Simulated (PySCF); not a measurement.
**Correlation energy of N⁺ (nitrogen, charge +1)**

[He] 2s2 2p1 3d1, one real determinant (an excited configuration). All numbers are calculated (PySCF 2.14, the spin-free X2C one-electron Hamiltonian (Gaussian nucleus), in x2c-QZVPPall with one added diffuse shell each of s, p, d, f type (8s5p4d3f1g, 73 functions)). Frozen: 1s2; 4 electrons correlated.

MP2 pair energies summed by pair of shells (mhartree):

```
 pair  energy  share (%)
2s-2s  -34.64       47.2
2s-2p  -25.48       34.7
2s-3d  -11.77       16.0
2p-3d   -1.50        2.0
```

Total MP2 correlation energy: -73.39 mhartree.

Same-spin part -8.18 and opposite-spin part -65.21 mhartree; SCS-MP2 scales them by 1/3 and 6/5 to -80.98 mhartree.

The reference is one real determinant that mixes LS terms of this configuration.
